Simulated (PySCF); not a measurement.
Species: C2H12Ge2OSi.
Atom-mapped SMILES: `[CH3:1][Ge@H:2]([CH2:3][SiH3:4])[O:5][GeH3:6]` (hydrogens: H7, H8, H9 on C1; H10 on Ge2; H11, H12 on C3; H13, H14, H15 on Si4; H16, H17, H18 on Ge6)

Method: PBE0-D3(BJ)/def2-SVP geometry optimisation, gas phase (PySCF); density fitting, grid level 1; the optimiser is geomeTRIC in internal coordinates, started from a GFN2-xTB structure with every atom displaced at random (about 0.01 Å).

Step 1: E = -125189.9706 eV
```
atom  x, y, z in Å  |  force x, y, z in eV/Å
C1     -0.2108    1.2719    1.8041   -0.030   0.150   0.230
Ge2    -0.7505   -0.4500    1.0787    0.050   0.016   0.178
C3      0.8294   -1.4281    0.4745    0.043  -0.175  -0.356
Si4     2.0708   -0.4270   -0.5361    0.073  -0.118   0.170
O5     -1.8653   -0.1831   -0.2728   -0.125   0.232  -0.828
Ge6    -1.8255    0.4245   -1.9669    0.016  -0.223   0.531
H7      0.2936    1.8692    1.0315    0.027   0.008  -0.049
H8      0.4838    1.1599    2.6559   -0.063  -0.072  -0.131
H9     -1.0831    1.8423    2.1579   -0.014  -0.040  -0.040
H10    -1.5694   -1.2978    2.0851    0.082   0.088  -0.078
H11     0.4863   -2.3039   -0.1125    0.067   0.149   0.098
H12     1.3496   -1.8248    1.3628    0.002   0.002   0.017
H13     1.4264    0.3025   -1.6692   -0.086   0.002  -0.013
H14     3.1421   -1.3045   -1.1194   -0.077   0.065   0.071
H15     2.7153    0.5961    0.3509    0.009  -0.043  -0.069
H16    -1.0955    1.7954   -2.0247   -0.085  -0.169   0.030
H17    -1.0953   -0.6049   -2.8790   -0.111   0.152   0.170
H18    -3.3107    0.5710   -2.3868    0.221  -0.022   0.069
```

Step 2: E = -125189.9988 eV
```
atom  x, y, z in Å  |  force x, y, z in eV/Å
C1     -0.2326    1.2868    1.8058   -0.009   0.075   0.028
Ge2    -0.7486   -0.4427    1.0777    0.117   0.028   0.042
C3      0.8297   -1.4289    0.4602   -0.029  -0.038  -0.053
Si4     2.0615   -0.4377   -0.5521    0.027   0.007   0.001
O5     -1.8674   -0.1844   -0.2755   -0.092   0.017  -0.180
Ge6    -1.7969    0.4222   -1.9415    0.025  -0.070   0.192
H7      0.2673    1.8903    1.0328    0.001  -0.008   0.004
H8      0.4621    1.1685    2.6518    0.000  -0.030  -0.022
H9     -1.1147    1.8414    2.1580   -0.011  -0.030  -0.019
H10    -1.5553   -1.2878    2.0820    0.000  -0.003   0.020
H11     0.4834   -2.3002   -0.1215   -0.008   0.023   0.010
H12     1.3541   -1.8258    1.3464   -0.021  -0.006   0.015
H13     1.3870    0.2825   -1.6774   -0.006  -0.005   0.012
H14     3.1196   -1.3175   -1.1406   -0.001   0.009   0.013
H15     2.7240    0.5884    0.3120    0.011  -0.001  -0.013
H16    -1.0721    1.7832   -1.9707    0.008   0.023  -0.010
H17    -1.0497   -0.5956   -2.8261    0.002  -0.003  -0.018
H18    -3.2599    0.5661   -2.3874   -0.014   0.011  -0.021
```

Step 3: E = -125190.0014 eV
```
atom  x, y, z in Å  |  force x, y, z in eV/Å
C1     -0.2389    1.2934    1.8042   -0.003   0.027  -0.017
Ge2    -0.7454   -0.4393    1.0775    0.056   0.016   0.006
C3      0.8280   -1.4283    0.4534    0.002   0.007  -0.003
Si4     2.0674   -0.4405   -0.5542    0.001   0.003  -0.005
O5     -1.8736   -0.1884   -0.2734   -0.056  -0.044   0.021
Ge6    -1.7952    0.4187   -1.9318    0.021   0.010   0.014
H7      0.2555    1.9010    1.0312   -0.001  -0.002   0.007
H8      0.4585    1.1726    2.6467    0.004  -0.008   0.004
H9     -1.1270    1.8366    2.1576   -0.006  -0.010  -0.002
H10    -1.5449   -1.2856    2.0874    0.001   0.002   0.013
H11     0.4758   -2.2955   -0.1288   -0.012   0.001  -0.013
H12     1.3477   -1.8299    1.3406   -0.017  -0.011   0.006
H13     1.3928    0.2839   -1.6763    0.000  -0.001   0.002
H14     3.1211   -1.3234   -1.1430    0.007  -0.005   0.003
H15     2.7383    0.5815    0.3075    0.001   0.001   0.004
H16    -1.0694    1.7803   -1.9572    0.006   0.013  -0.008
H17    -1.0449   -0.5959   -2.8175    0.007  -0.008  -0.018
H18    -3.2545    0.5673   -2.3900   -0.011   0.007  -0.013
```

Step 4: E = -125190.0028 eV
```
atom  x, y, z in Å  |  force x, y, z in eV/Å
C1     -0.2433    1.3004    1.7994    0.003  -0.012  -0.030
Ge2    -0.7417   -0.4370    1.0779    0.005   0.012  -0.015
C3      0.8258   -1.4282    0.4452    0.016   0.016   0.020
Si4     2.0740   -0.4423   -0.5536   -0.004   0.001  -0.001
O5     -1.8820   -0.1958   -0.2676   -0.031  -0.056   0.082
Ge6    -1.7959    0.4144   -1.9226    0.018   0.043  -0.070
H7      0.2435    1.9120    1.0251    0.000   0.003   0.004
H8      0.4582    1.1806    2.6385    0.001   0.008   0.012
H9     -1.1363    1.8328    2.1559    0.000   0.004   0.006
H10    -1.5318   -1.2832    2.0959    0.003   0.006   0.009
H11     0.4666   -2.2892   -0.1418   -0.009  -0.001  -0.017
H12     1.3392   -1.8386    1.3322   -0.009  -0.015  -0.004
H13     1.4043    0.2921   -1.6720    0.003   0.000  -0.003
H14     3.1247   -1.3279   -1.1434    0.005  -0.006  -0.002
H15     2.7499    0.5710    0.3145   -0.005   0.002   0.008
H16    -1.0681    1.7762   -1.9454    0.002  -0.002   0.001
H17    -1.0436   -0.5975   -2.8116    0.003  -0.004  -0.001
H18    -3.2520    0.5690   -2.3925   -0.001   0.000   0.003
```

**Question.** Estimate the geometry and energy of step 5. (The exact step hangs on the optimiser's Hessian estimate; all steps are aligned on step 4, rigid shifts and turns removed.)

**Answer.** E = -125190.0040 eV, largest force 0.109 eV/Å
```
atom  x, y, z in Å  |  force x, y, z in eV/Å
C1     -0.2470    1.3085    1.7882    0.008  -0.037  -0.026
Ge2    -0.7386   -0.4355    1.0780   -0.035   0.006  -0.024
C3      0.8218   -1.4294    0.4334    0.018   0.013   0.032
Si4     2.0820   -0.4430   -0.5499   -0.004  -0.001   0.009
O5     -1.8952   -0.2083   -0.2584   -0.006  -0.046   0.085
Ge6    -1.7976    0.4088   -1.9108    0.011   0.050  -0.096
H7      0.2289    1.9234    1.0101    0.001   0.006  -0.001
H8      0.4608    1.1946    2.6229   -0.002   0.017   0.011
H9     -1.1440    1.8305    2.1498    0.005   0.015   0.009
H10    -1.5151   -1.2791    2.1092    0.006   0.009   0.004
H11     0.4535   -2.2799   -0.1635   -0.003   0.003  -0.017
H12     1.3270   -1.8555    1.3177    0.001  -0.017  -0.013
H13     1.4218    0.3084   -1.6624    0.004  -0.001  -0.006
H14     3.1298   -1.3303   -1.1429    0.000  -0.003  -0.005
H15     2.7610    0.5555    0.3331   -0.006   0.001   0.005
H16    -1.0673    1.7703   -1.9257   -0.001  -0.011   0.007
H17    -1.0406   -0.5996   -2.8014   -0.001   0.001   0.013
H18    -3.2495    0.5693   -2.3933    0.006  -0.005   0.014
```

The energy changes by -0.0012 eV. The first-order estimate −F·Δx gives -0.0018 eV and the mean of the old and new forces, exact on a quadratic surface, -0.0013 eV. The step makes an angle of 81° with the force vector and moves no atom by more than 0.027 Å.

The cost below is that of the whole optimisation. Time: 7.7 min wall; peak memory 1.0 GiB. Hardware: one thread of an Arm Neoverse N1, on a shared host.
